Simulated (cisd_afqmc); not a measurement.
Input (AFQMC/UCISD/aug-cc-pVDZ; cisd_afqmc is a phaseless AFQMC code with CISD trial states that reads the integrals written by Ansatz):

Ansatz 0.2 input:
```python
import cisd_afqmc

open("ham.yaml", "w").write("""\
crystal:
  periodic: [false, false, false]
  atoms:
    - {symbol: B, position_ang: [-0.21756151, -0.02968215, -0.05443514]}
    - {symbol: H, position_ang: [0.43587359, -0.51872381, 0.89116301]}
    - {symbol: H, position_ang: [0.65193396, 0.66713454, -0.61898733]}
basis:
  gaussian:
    orbitals: aug-cc-pVDZ
total_charge: -1
correlation: {method: ccsd, electrons: outside_noble_gas, hamiltonian_folder: ham}
magnetization: {spin_polarized: true, initial_magnetization: 0}
scf: {lower_state_search: full}
""")
rep = cisd_afqmc.ansatz("ham.yaml")
e_ccsd = rep["correlation"]["coupled_cluster"]["energy"]["hartree"]
out = cisd_afqmc.run("ham", e_ccsd, trial="CISD", walkers=200, populations=8, threads=8, dt=0.005, steps=40, early=24, settle=10, least=32,
    cut=5e-5, rank_cut=2e-4, target=0.0004, seconds=1500, seed=1, memory=17280, gpu=False)
```

Output:

```
orbitals 40, occupied [3, 3], factors 180 of 398, rank of the doubles 109 of 222
E(HF) = -25.724038
E(CCSD) on the cut factors = -25.844760, shift to the whole factors -0.000010
Energy of the trial state on the determinant = -25.844676
  tau behind 7.2 of longer steps, mean of the populations' last blocks
   2.0  -25.84889
   4.0  -25.84802
   6.0  -25.84807
   8.0  -25.84826
blocks 275 (1 outliers left out), error by blocks joined: 1: 0.00010, 2: 0.00012, 4: 0.00016, 8: 0.00020, 16: 0.00019
E(AFQMC/CISD) = -25.84830 +/- 0.00020
```

The determinant is spin-contaminated: <S^2> is 0.67, 0.67 over the pure value.

A triplet may lie lower; no result for it is given here.

The run carries these doubts: spin mixed.
